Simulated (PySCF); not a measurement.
C4H9FO3S.
SMILES with atom numbers: `[CH3:1][C@@H:2]([CH2:3][CH2:4][F:5])[S:6](=[O:7])(=[O:8])[OH:9]` (hydrogens: H10, H11, H12 on C1; H13 on C2; H14, H15 on C3; H16, H17 on C4; H18 on O9)

Level of theory: TDDFT CAM-B3LYP/def2-SVPD, vertical, gas phase, core orbitals frozen in the response in PySCF. Isolated species at its PBE0-D3(BJ)/def2-SVP geometry (one conformer only). Torsions of this conformer, `[CH3:1][C@@H:2]([CH2:3][CH2:4][F:5])[S:6](=[O:7])(=[O:8])[OH:9]`: C1–C2–C3–C4 -161°, C2–C3–C4–F5 58°, C1–C2–S6–O7 173°, H–O9–S6–C2 107°.

Q: Predict the UV-vis stick spectrum at this level.

A: 

| state | E (eV) | ν̃ (cm⁻¹) | f | \|μ\| (D) | main configurations (H = HOMO, L = LUMO) |
| --- | --- | --- | --- | --- | --- |
| S1 | 8.14 | 65640 | 0.036 | 1.08 | H→L (47%), H-1→L (37%) |
| S2 | 8.26 | 66610 | 0.033 | 1.03 | H-1→L (45%), H→L (41%) |
| S3 | 8.60 | 69330 | 0.0081 | 0.50 | H-2→L (17%), H→L+4 (16%), H→L+3 (10%) |
| S4 | 8.67 | 69970 | 0.0029 | 0.29 | H-1→L+4 (16%), H→L+1 (12%), H-2→L (10%) |
| S5 | 8.75 | 70550 | 0.010 | 0.55 | H-2→L (37%), H-1→L+4 (11%) |
| S6 | 8.96 | 72230 | 0.033 | 0.99 | H-5→L (59%), H-7→L (9%), H-3→L (8%) |
| S7 | 9.12 | 73520 | 0.0071 | 0.45 | H→L+1 (30%), H→L+2 (16%), H-2→L+1 (11%) |
| S8 | 9.15 | 73780 | 0.043 | 1.12 | H→L+2 (25%) |
| S9 | 9.22 | 74340 | 0.052 | 1.22 | H-1→L+2 (17%), H→L+2 (14%), H-1→L+3 (10%) |
| S10 | 9.30 | 75000 | 0.030 | 0.93 | H-1→L+1 (11%), H-2→L+4 (11%), H-1→L+2 (10%) |

Triplets (Tamm–Dancoff): T1 7.79 eV, H→L (51%), H-1→L (12%); T2 7.99 eV, H-1→L (53%), H→L (12%); T3 8.04 eV, H-1→L+4 (29%), H-1→L+1 (11%); T4 8.18 eV, H→L+4 (24%), H→L+1 (12%).

The lowest singlet lies at 8.14 eV (152 nm, vacuum ultraviolet) and is of moderate strength; its leading configuration is HOMO→LUMO (47%). The most intense listed level is S9 at 9.22 eV (135 nm, f = 0.052), 1.08 eV above S1. Löwdin shares by element: HOMO oxygen 42% or more, carbon 13% or more, sulfur 10% (atoms not listed hold the other 35%); LUMO sulfur 33%, oxygen 27% or more, hydrogen 15% or more (atoms not listed hold the other 25%). Orbital energies (eV): HOMO-3 -11.41, HOMO-2 -11.04, HOMO-1 -10.71, HOMO -10.50, LUMO 0.55, LUMO+1 1.27, LUMO+2 1.48. The oscillator strengths of these states sum to 0.256; summed over the whole spectrum of an exact calculation they would give the number of electrons, 82 (Thomas–Reiche–Kuhn). Weighted by f, the mean energy of these states is 8.86 eV. The vertical ionisation energy (ΔSCF) is 11.27 eV, 1.97 eV above S10. Singlets were solved by full linear response, triplets in the Tamm–Dancoff approximation.

Time: 11 min; peak memory 1.2 GiB. Hardware: one thread, Arm Neoverse V1 (aarch64), on a shared host.
